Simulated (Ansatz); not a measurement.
Gas-phase electronic energies from Ansatz, PBE0-D4/def2-TZVP geometries. CCSD(T)/CBS adds triple-zeta CCSD(T) − MP2 to the extrapolated MP2 energy (def2 sets, frozen cores). DFT in def2-TZVPP. For Ga, Ge outer-core shells are correlated without core-valence functions, which leaves a few kJ/mol of doubt a bond. Scalar relativity is left out up to krypton. One conformer a species, not always the lowest.

Reaction (redistribution): `C[BH][GeH2][F]` + `B[O][GaH2]` → `C[BH][GaH2]` + `B[O][GeH2][F]`

`C[BH][GeH2][F]`:

```xyz
10

C     0.218   -0.853   -1.343
B    -0.657   -0.082   -0.325
Ge    0.162    0.857    1.320
F    -1.110    1.466    2.362
H     1.290   -0.651   -1.329
H     0.090   -1.911   -1.051
H    -0.159   -0.798   -2.368
H    -1.847   -0.064   -0.455
H     1.007    2.099    0.963
H     1.006   -0.063    2.228
```

`B[O][GaH2]`:

Cartesian coordinates in Å:
```
B 0.071 -1.416 -0.457
O -0.114 -0.098 -0.450
Ga -0.084 1.457 0.431
H 0.436 -1.995 0.539
H -0.133 -2.026 -1.476
H -1.437 1.847 1.092
H 1.261 2.231 0.322
```

`C[BH][GaH2]`:

Cartesian coordinates in Å:
```
C 0.138 0.773 -1.202
B 0.612 -0.151 -0.043
Ga -0.586 -0.933 1.464
H 0.692 0.627 -2.134
H 0.421 1.783 -0.858
H -0.933 0.802 -1.410
H 1.795 -0.379 0.009
H -0.901 -0.153 2.801
H -1.238 -2.368 1.373
```

`B[O][GeH2][F]`:

```xyz
8

B     0.581   -1.413   -0.382
O     0.606   -0.087   -0.620
Ge   -0.320    1.127    0.291
F    -1.786    1.340   -0.602
H     1.223   -2.124   -1.103
H    -0.061   -1.858    0.537
H    -0.699    0.577    1.668
H     0.456    2.439    0.213
```

Task: Is it downhill or uphill in electronic energy at CCSD(T)/CBS, and by how much? (Best estimate.)

Result: Computed: Uphill: ΔE = +0.34 eV.

Task: What do these levels give: r2SCAN-D4, ωB97M-V, B2PLYP, PBE0, HF/def2-QZVPP, MP2/CBS(def2)? (Estimate.)

Result: Computed: r2SCAN-D4 0.37, ωB97M-V 0.35, B2PLYP 0.39, PBE0 0.37, HF/def2-QZVPP 0.37, MP2/CBS(def2) 0.35 eV.

Largest T1 diagnostic among the species: 0.016.
